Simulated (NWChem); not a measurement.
**Polarisability of GeS**

```xyz
2

Ge     0.0000     0.0000     0.6727
S      0.0000     0.0000    -1.3454
```
Charge 0, spin multiplicity 1.

All runs are NWChem calculations. Structure: optimised with PBE0/def2-SVP, a minimum by its harmonic frequencies.

Basis set: def2-SVPD. Static limit.

The Hamiltonian is non-relativistic. The correlated methods keep 14 core orbitals frozen. B3LYP has NWChem's definition, with VWN1-RPA local correlation. The structure started from a generated list of species. No row is a measurement; the coupled-cluster row has its own basis-set and correlation limits.

### Question
Order these methods by the isotropic polarisability they give, lowest first: HF, PBE0, B3LYP, CCSD linear response, PBE.

### Answer
HF (51.28 bohr³), PBE0 (51.70 bohr³), B3LYP (52.11 bohr³), PBE (52.65 bohr³), CCSD linear response (53.82 bohr³)
